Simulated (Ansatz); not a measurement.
Reaction (ligand exchange at a B–S bond): `CBS[SiH3]` + H–F → `CBF` + `[SiH3]S`

Gas-phase electronic energies from Ansatz, PBE0-D4/def2-TZVP geometries. CBS: MP2 limit from def2 TZ/QZ plus the TZ coupled-cluster correction, frozen cores. This one scheme is used for every species. One conformer a species, not always the lowest.

`CBS[SiH3]`:

Z-matrix (Å, degrees):
```
C
B 1 1.556
H 1 1.097 2 109.4
H 1 1.091 2 115.0 3 -122.7
H 1 1.097 2 109.4 3 114.7
S 2 1.793 1 120.7 3 122.6
H 2 1.200 1 120.8 3 -57.3
Si 6 2.149 2 99.2 1 -180.0
H 8 1.484 6 107.0 2 -179.8
H 8 1.483 6 110.3 2 -60.5
H 8 1.483 6 110.3 2 60.9
```

H–F:

```xyz
2

F     0.337    0.058   -0.308
H    -0.337   -0.058    0.308
```

`CBF`:

```xyz
7

C    -0.324   -0.112   -0.597
B     0.409    0.149    0.748
F     0.422   -0.776    1.699
H    -0.803   -1.090   -0.658
H     0.384   -0.008   -1.427
H    -1.077    0.667   -0.764
H     0.989    1.171    0.999
```

`[SiH3]S`:

```xyz
6

Si   -0.390    0.169   -0.314
S     0.633   -0.196    1.527
H     0.389    1.067   -1.203
H    -1.660    0.823    0.081
H    -0.674   -1.095   -1.040
H     1.702   -0.768    0.949
```

```tsv
species	CCSD/def2-SVP energy (Eh)
`CBS[SiH3]`	-753.40316
H–F	-100.13731
`CBF`	-164.69717
`[SiH3]S`	-688.87225
```

Q: Work out ΔE.

A: ΔE = (-164.69717) + (-688.87225) − (-753.40316) − (-100.13731) = -0.02895 Eh = -0.79 eV. CCSD(T)/CBS gives -0.55 eV.

Largest T1 diagnostic among the species: 0.013.

The D4 term adds +0.11 eV with B3LYP and +0.06 eV with PBE0; it sums over pairs of atoms, weighted by their polarisabilities, and B3LYP, whose exchange is more repulsive, gets the larger term. At CCSD(T), def2-SVP lies −0.20 eV from the extrapolated value and def2-TZVPP −0.05 eV.

B3LYP here is the variant with VWN-RPA as its local correlation; programs differ in this.
